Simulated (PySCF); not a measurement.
An unknown shows these calculated signals:

1H NMR (400 MHz, computed): δ 4.14 (s, 9H), 3.37 (q, 2H), 1.23 (t, 3H).

13C{1H} NMR (computed): δ 68.4 (CH2), 48.6 (C), 17.7 (CH3).

Non-relativistic, fast rotation and ring inversion assumed for equivalent nuclei, no solvent, one conformer. Geometry: PBE0-D3(BJ)/def2-SVP; GIAO PBE0/pcSseg-1 shieldings; PySCF.

δ = σ(ref) − σ, references computed at the same level: 1H (31.27 ppm) and 13C (184.41 ppm) vs TMS.

Which of these does the molecule contain: a Si–H bond, an N-methyl group, a tert-butyl group, an aldehyde, a CH3CH2 unit?

Results:


- A Si–H bond: yes (δH 4.14 (s)).
- An N-methyl group: no.
- A tert-butyl group: no.
- An aldehyde: no.
- A CH3CH2 unit: yes (δC 17.7, 68.4; δH 1.23 (t), 3.37 (q)).

The data belong to SMILES CCOC([SiH3])([SiH3])[SiH3], C₃H₁₄OSi₃; they needn't prove each group on their own.

Carbon signals by region: 1 at 50–100 ppm, 2 below 50 ppm.

Shifts are as computed. Against solution values, carbons near 30 ppm lie about +2 ppm off and those near 130 ppm about +5 ppm. Of 1211 compounds with measured shifts, 218 miss one by over three times the rms of a fit or turn the order of signals round; such compounds aren't used in these exercises. No couplings were computed; multiplicities are counted from neighbouring protons, with m where these are inequivalent, close in shift, in a saturated or five-membered ring or joined by F or P, and br s for small geminal =CH2 splittings.
